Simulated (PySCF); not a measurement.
ClGa, triplet, geometry from GFN2-xTB (such geometries of metal compounds can be far from the true shape) (the spin is typed, not shown lowest); PBE/def2-SVP in PySCF.

PySCF was given this input:
```python
from pyscf import gto, scf, dft

mol = gto.M(
    atom='''
Ga   -0.00000000   -0.00000000   -0.78750881
Cl    0.00000000    0.00000000    1.43604548
''',
    basis='def2-svp',
    spin=2,
    verbose=4,
)

mf = dft.UKS(mol)
mf.xc = 'pbe'
mf.kernel()
```

### Question
Predict the main parts of the log of this PySCF run.

### Answer

```
PySCF version 2.14.0

[INPUT] verbose = 4
[INPUT] num. atoms = 2
[INPUT] num. electrons = 48
[INPUT] charge = 0
[INPUT] spin (= nelec alpha-beta = 2S) = 2
[INPUT] symmetry False subgroup None
[INPUT] Mole.unit = angstrom
[INPUT] Symbol           X                Y                Z      unit          X                Y                Z       unit  Magmom
[INPUT]  1 Ga     0.000000000000   0.000000000000  -0.787508810000 AA    0.000000000000   0.000000000000  -1.488175971582 Bohr   0.0
[INPUT]  2 Cl     0.000000000000   0.000000000000   1.436045480000 AA    0.000000000000   0.000000000000   2.713732659620 Bohr   0.0

nuclear repulsion = 125.419195478623
number of shells = 20
number of NR pGTOs = 110
number of NR cGTOs = 50
basis = def2-svp
ecp = {}

******** <class 'pyscf.dft.uks.UKS'> ********
method = UKS
initial guess = minao
damping factor = 0
level_shift factor = 0
DIIS = <class 'pyscf.scf.diis.CDIIS'>
diis_start_cycle = 1
diis_space = 8
diis_damp = 0
SCF conv_tol = 1e-09
SCF conv_tol_grad = None
SCF max_cycles = 50
direct_scf = True
direct_scf_tol = 1e-13
number electrons alpha = 25  beta = 23
XC library pyscf.dft.libxc version 7.1.2
    S. Lehtola, C. Steigemann, M. J. T. Oliveira, and M. A. L. Marques,  SoftwareX 7, 1–5 (2018)
XC functionals = pbe
    J. P. Perdew, K. Burke, and M. Ernzerhof,  Phys. Rev. Lett. 77, 3865 (1996)
    J. P. Perdew, K. Burke, and M. Ernzerhof,  Phys. Rev. Lett. 78, 1396 (1997)
    J. P. Perdew, K. Burke, and M. Ernzerhof,  Phys. Rev. Lett. 77, 3865 (1996)
    J. P. Perdew, K. Burke, and M. Ernzerhof,  Phys. Rev. Lett. 78, 1396 (1997)
radial grids:
    Treutler-Ahlrichs [JCP 102, 346 (1995); DOI:10.1063/1.469408] (M4) radial grids

becke partition: Becke, JCP 88, 2547 (1988); DOI:10.1063/1.454033
pruning grids: <function nwchem_prune>
grids dens level: 3
symmetrized grids: False
atomic radii adjust function: <function treutler_atomic_radii_adjust>
small_rho_cutoff = 0
Set gradient conv threshold to 3.16228e-05
tot grids = 39784
init E= -2383.6932577702

cycle= 1 E= -2384.04001545401  delta_E= -0.347  |g|= 0.472  |ddm|=  1.4

cycle= 2 E= -2383.35146815316  delta_E= 0.689  |g|= 1.11  |ddm|= 1.83

cycle= 3 E= -2384.07750884538  delta_E= -0.726  |g|= 0.225  |ddm|= 1.74

cycle= 4 E= -2384.11419130851  delta_E= -0.0367  |g|= 0.0559  |ddm|= 0.425

cycle= 5 E= -2384.11607437258  delta_E= -0.00188  |g|= 0.0124  |ddm|= 0.0751

cycle= 6 E= -2384.11622301435  delta_E= -0.000149  |g|= 0.0044  |ddm|= 0.0288

cycle= 7 E= -2384.1162344979  delta_E= -1.15e-05  |g|= 0.00166  |ddm|= 0.00573

cycle= 8 E= -2384.11623704247  delta_E= -2.54e-06  |g|= 0.000149  |ddm|= 0.00367

cycle= 9 E= -2384.11623706747  delta_E= -2.5e-08  |g|= 2.29e-05  |ddm|= 0.000294

cycle= 10 E= -2384.1162370678  delta_E= -3.27e-10  |g|= 9.65e-06  |ddm|= 5.01e-05

Extra cycle  E= -2384.11623706754  delta_E= 2.57e-10  |g|= 2.06e-05  |ddm|= 4.91e-05
converged SCF energy = -2384.11623706754  <S^2> = 2.0022506  2S+1 = 3.0015
```
